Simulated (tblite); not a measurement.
C4H5ClF2.
SMILES with atom numbers: `[F:1][C@@H:2]1[CH2:3][C@@H:4]([F:5])[CH:6]1[Cl:7]` (hydrogens: H8 on C2; H9, H10 on C3; H11 on C4; H12 on C6)

Computed geometry: GFN2-xTB, gas phase.

Q: List the bond lengths, angles and torsions at this level.

A: 
```csv
bond,length (Å)
F1–C2,1.366
C2–C3,1.537
C3–C4,1.537
C4–F5,1.364
C4–C6,1.546
C6–Cl7,1.766
C2–C6,1.536
C2–H8,1.092
C3–H9,1.086
C3–H10,1.086
C4–H11,1.093
C6–H12,1.090
```

A selection of angles:
```csv
angle,degrees
F1–C2–C3,114.8
F1–C2–C6,114.0
F1–C2–H8,107.5
C3–C2–C6,89.7
C3–C2–H8,115.5
C6–C2–H8,114.8
C2–C3–C4,89.6
C2–C3–H9,115.7
C2–C3–H10,112.3
C4–C3–H9,114.4
C4–C3–H10,113.3
H9–C3–H10,110.3
C3–C4–F5,112.1
C3–C4–C6,89.3
C3–C4–H11,118.3
F5–C4–C6,113.5
F5–C4–H11,106.7
C6–C4–H11,116.5
C4–C6–Cl7,116.9
C4–C6–H12,112.7
Cl7–C6–H12,108.3
C2–C6–C4,89.3
C2–C6–Cl7,116.7
C2–C6–H12,112.1
```

Dihedral angles: F1–C2–C3–C4 -127° (anticlinal); C2–C3–C4–F5 -104° (anticlinal); C3–C4–C6–Cl7 -131° (anticlinal); F1–C2–C6–C4 128° (anticlinal).

The 4-membered ring C2–C3–C4–C6 has internal angles of 89.3° to 89.7° (sum 358°, against 360° for a flat polygon); it is puckered, 0.07 Å rms from its mean plane, widest ring torsion 11°.

Point group: C1 (no symmetry element, even within 0.4 Å). Its GFN2-xTB frequencies are all real (lowest 52 cm⁻¹). One conformer, not necessarily the lowest. 2 starts were optimised and ended at 0.00 and 0.02 kcal/mol (GFN2-xTB); the lowest of these is shown.
